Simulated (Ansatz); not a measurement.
C$_{3}$H$_{10}$BrNOSi, SMILES `CN(C)[Si](C)(O)Br`, 17 atoms. The species carries charge 0 and has multiplicity 1. Correlated methods freeze the filled d shell of Br. Scalar relativity is left out up to krypton. All runs use 2 threads of an AMD EPYC 7R13 on a shared host and a share of an NVIDIA H100 80 GB. Correlated methods freeze the cores. Open-shell runs search over several starts.

Q: Give the basis size and wall time and peak host memory of each of these runs in Ansatz. RKS PBE0-D4/def2-SVP energy; RKS ωB97M-V/def2-SVP energy; UKS B2PLYP (frozen core)/def2-TZVPP energy of the cation; RKS SPW92 (LDA)/def2-TZVPP energy; RKS PBE0-D4/def2-QZVPP energy; RKS ωB97M-V/def2-QZVPP energy; RKS PBE0-D4/def2-TZVP relaxation (8 steps); RHF-MP2/def2-QZVPP energy; UKS r2SCAN-D4/def2-TZVPP energy of the cation; RKS CAM-B3LYP-D4/def2-TZVPP energy; UKS PBE0-D4/def2-TZVPP energy of the cation; UHF-MP2/def2-QZVPP energy of the cation. (Best estimate.)

A: Computed: Other jobs shared the machine, so times are rough.

```
                              level                   job  functions  wall time  peak host memory (GiB)
         RKS SPW92 (LDA)/def2-TZVPP                energy        385       12 s                    0.89
               RKS ωB97M-V/def2-SVP                energy        170       19 s                     0.9
               RKS PBE0-D4/def2-SVP                energy        170       19 s                    0.81
             UKS PBE0-D4/def2-TZVPP  energy of the cation        385       22 s                    0.98
           UKS r2SCAN-D4/def2-TZVPP  energy of the cation        385       25 s                     1.1
             RKS ωB97M-V/def2-QZVPP                energy        744       25 s                     1.4
             RKS PBE0-D4/def2-QZVPP                energy        744       26 s                     1.3
UKS B2PLYP (frozen core)/def2-TZVPP  energy of the cation        385       27 s                     1.9
              RKS PBE0-D4/def2-TZVP  relaxation (8 steps)        300       28 s                       1
                 RHF-MP2/def2-QZVPP                energy        744       29 s                     1.4
        RKS CAM-B3LYP-D4/def2-TZVPP                energy        385       39 s                    0.94
                 UHF-MP2/def2-QZVPP  energy of the cation        744       72 s                     1.5
```
